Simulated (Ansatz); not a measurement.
`S[SiH2][GaH2]` + CH₃SH → `CS[SiH2]S` + `[GaH3]` at 400 K and 1 bar (cleavage of the Si–Ga bond).

Isolated molecules relaxed with PBE0-D4/def2-TZVP in Ansatz; ΔE leaves out vibrations. CBS: MP2 limit from def2 TZ/QZ plus the TZ coupled-cluster correction, frozen cores. This one scheme is used for every species. For Ga outer-core shells are correlated without core-valence functions, which leaves a few kJ/mol of doubt a bond. Scalar relativity is left out up to krypton. One conformer a species, not always the lowest.

```tsv
species	CCSD(T)/CBS energy (Eh)	H − E (kJ/mol)	S (J/(mol·K))
`S[SiH2][GaH2]`	-2613.80410	135.9	384.2
CH₃SH	-438.22835	138.7	269.4
`CS[SiH2]S`	-1126.34514	207.3	386.2
`[GaH3]`	-1925.70545	64.2	231.8
```

H − E and S are ideal-gas, rigid-rotor, harmonic terms from PBE0-D4/def2-TZVP, for one conformer and one mirror image of each species. 1 Eh = 2625.50 kJ/mol, R = 8.31446 J/(mol·K).

By hand: ΔE, ΔH, ΔS and ΔG.

ΔE = (-1126.34514) + (-1925.70545) − (-2613.80410) − (-438.22835) = -0.01814 Eh = -47.6 kJ/mol. Δ(H − E) = 207.3 + 64.2 − 135.9 − 138.7 = -3.1, so ΔH = -50.7 kJ/mol. ΔS = 386.2 + 231.8 − 384.2 − 269.4 = -35.6 J/(mol·K). ΔG = -50.7 − 400 × (-35.6)/1000 = -36.5 kJ/mol.

By hand: the equilibrium constant, and the temperature at which ΔG would vanish if ΔH and ΔS stayed fixed.

log₁₀ K = −ΔG/(RT ln 10) = 4.8. ΔG = 0 at ΔH/ΔS = 1424 K.

ΔH outweighs TΔS. A doubt of 5 kJ/mol in ΔE shifts log₁₀ K by 0.7 here. Other conformers and mirror images would add mixing entropy, several J/(mol·K) or more a flexible species. Modes under 60 cm⁻¹, often nearly free rotors, make the harmonic entropy too high. These are equilibria of isolated gas molecules and say nothing of rates. Largest T1 diagnostic: 0.013 (customary marks: 0.02 for closed shells, 0.045 for open ones).
